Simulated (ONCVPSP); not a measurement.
# Configuration tests for Ga (ONCV)

* Element: Ga (Z = 31)
* Generator: ONCVPSP 4.0.1
* Type: optimised norm-conserving Vanderbilt (ONCV)
* Functional: PBE
* Relativity: fully relativistic
* Frozen core: [Ne]
* Valence charge: 21
* Reference configuration: 3s2 3p6 3d10 4s1 (charge +2)
* Partial waves: 3s+4s: rc 0.95 bohr, ncon 3, nbas 6, qcut 13.6 1/bohr, 2 projectors; 3p: rc 1.05 bohr, ncon 4, nbas 7, qcut 11.5 1/bohr, 2 projectors, debl 4 Ha; 3d: rc 1.25 bohr, ncon 5, nbas 10, qcut 15.1 1/bohr, 2 projectors, debl 2.5 Ha
* Local potential: polynomial inside 0.80 bohr (lpopt 2, dvloc0 0 Ha)
* Core correction: Teter function, fcfact 4.75, rcfact 1.15

Open shells are filled in proportion to 2j + 1.

In the p channel the program set the typed energies aside and used -4.336, 0.250 Ha (j = l + 1/2; the other j can differ).

Energies are relative to the spin-unpolarised reference configuration 3s2 3p6 3d10 4s1; without spin polarisation the order of configurations can differ from experiment.

```
valence configuration  charge  ΔE all-electron (eV)  error AE − PS (meV)
     3s2 3p6 3d10 4s2      +1               -21.128                 +0.2
     3s2 3p6 3d10 4s0      +3                31.272                 +1.7
```

Problem. What are ΔE and the potential's error for 3s2 3p6 3d10 4s2 4p1?

Solution. ΔE = -26.818 eV all-electron; the error (AE − PS) is +1.0 meV.

Problem. What are ΔE and the potential's error for 3s2 3p6 3d10 4s0 4p3?

Solution. ΔE = -13.451 eV all-electron; the error (AE − PS) is +1.7 meV.

These tests converged, but a pseudo level misses the all-electron one widely, so the file describes the atom poorly there or has found another state: 3s2 3p6 3d10 4s0 4p3: empty 4s by 25.6 eV.
